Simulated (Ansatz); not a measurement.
Two isomers of CH8O2Si2: A = `C[SiH2][SiH](O)O`, B = `OC[SiH2]O[SiH3]`.

Program: Ansatz. Geometries: PBE0-D4/def2-TZVP. ΔE: electronic, gas phase. CCSD(T)/CBS adds triple-zeta CCSD(T) − MP2 to the extrapolated MP2 energy (def2 sets, frozen cores). Functionals use def2-TZVPP. Each species was taken in one conformer, which may not be the lowest.

A:

Z-matrix (Å, degrees):
```
C
Si 1 1.877
H 1 1.092 2 110.9
H 1 1.092 2 110.2 3 119.6
H 1 1.092 2 111.0 3 -120.3
Si 2 2.337 1 111.1 3 -61.2
H 2 1.490 1 110.4 3 178.0
H 2 1.492 1 110.4 3 59.2
O 6 1.650 2 108.7 1 -170.5
O 6 1.649 2 105.1 1 -49.2
H 6 1.498 2 114.7 1 69.8
H 9 0.958 6 117.8 2 -147.4
H 10 0.958 6 118.6 2 170.9
```

B:

Z-matrix (Å, degrees):
```
C
Si 1 1.881
O 1 1.422 2 106.3
H 1 1.100 2 110.4 3 121.7
H 1 1.099 2 109.3 3 -120.6
O 2 1.634 1 109.0 3 54.4
H 2 1.486 1 109.5 3 173.4
H 2 1.486 1 109.9 3 -66.0
H 3 0.960 1 109.3 2 -173.4
Si 6 1.639 2 141.2 1 -36.6
H 10 1.486 6 110.6 2 69.3
H 10 1.484 6 111.1 2 -52.8
H 10 1.485 6 107.2 2 -172.1
```

Problem. Which is lower in electronic energy at CCSD(T)/CBS, and by how much? (Estimate.)

Solution. Ansatz gave: A, by 100.0 kJ/mol.

Problem. Give E(B) − E(A) in kJ/mol with HF/def2-TZVPP, MP2/def2-TZVPP, PBE0-D4, r2SCAN-D4, B2PLYP, CCSD(T)/def2-TZVPP, CCSD/def2-TZVPP. (Estimate.)

Solution. The calculation gave: HF/def2-TZVPP 72.1, MP2/def2-TZVPP 98.8, PBE0-D4 109.4, r2SCAN-D4 105.7, B2PLYP 95.5, CCSD(T)/def2-TZVPP 96.2, CCSD/def2-TZVPP 93.2. None reverses the order clearly.

Largest T1 diagnostic: 0.012.

In def2-TZVPP, CCSD(T) changes the Hartree–Fock value by +24.1 kJ/mol (the triples alone add +3.0 kJ/mol) and MP2 by +26.7 kJ/mol. From PBE to PBE0 (25 % exact exchange), in def2-TZVPP and without D4, E(B) − E(A) moves by −4.7 kJ/mol.
